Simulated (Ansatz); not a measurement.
Job for Ansatz (a quantum-chemistry and plane-wave program): R-BLYP/def2-TZVPP on Si2H6 (SMILES [SiH3][SiH3]).

Ansatz 0.2 input:
```yaml
crystal:
  periodic: [false, false, false]
  atoms:
    - {symbol: Si, position_ang: [-1.16612182, 0.11851798, -0.01749918]}
    - {symbol: Si, position_ang: [1.16612182, -0.11851798, 0.01749918]}
    - {symbol: H, position_ang: [-1.76299064, -0.81182876, -1.00642136]}
    - {symbol: H, position_ang: [-1.53667526, 1.50594678, -0.38830062]}
    - {symbol: H, position_ang: [-1.73390787, -0.18252150, 1.31919717]}
    - {symbol: H, position_ang: [1.53667526, -1.50594678, 0.38830062]}
    - {symbol: H, position_ang: [1.76299064, 0.81182876, 1.00642136]}
    - {symbol: H, position_ang: [1.73390787, 0.18252150, -1.31919717]}
basis:
  gaussian:
    orbitals: def2-TZVPP
hamiltonian:
  xc: {name: BLYP}
scf: {lower_state_search: off}
```

Q: What total energy does the run end on?

A: -582.5709 hartree.
